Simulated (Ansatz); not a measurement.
Program: Ansatz. Geometries: PBE0-D4/def2-TZVP. ΔE: electronic, gas phase. CBS: MP2 limit from def2 TZ/QZ plus the TZ coupled-cluster correction, frozen cores. Functionals use def2-TZVPP. For Br outer-core shells are correlated without core-valence functions, which leaves a few kJ/mol of doubt a bond. Scalar relativity is left out up to krypton. Each species was taken in one conformer, which may not be the lowest.

`CO[Si](O)([SiH3])Br` + `CB(C)N` → `CB(C)N[SiH3]` + `CO[SiH](O)Br`  (cleavage of the Si–Si bond)

```
        level  ΔE (kJ/mol)
       PBE-D4        -19.3
MP2/CBS(def2)        -49.0
```

**Question.** What does CCSD(T)/CBS give? (Estimate.)

**Answer.** Ansatz gave: -42.3 kJ/mol. The listed levels differ from it by 23.0, -6.7 kJ/mol.

Largest T1 diagnostic among the species: 0.011.

In def2-TZVPP, CCSD(T) changes the Hartree–Fock value by +16.3 kJ/mol (the triples alone add +2.4 kJ/mol) and MP2 by +9.7 kJ/mol. From PBE to PBE0 (25 % exact exchange), in def2-TZVPP and without D4, ΔE moves by −8.0 kJ/mol.
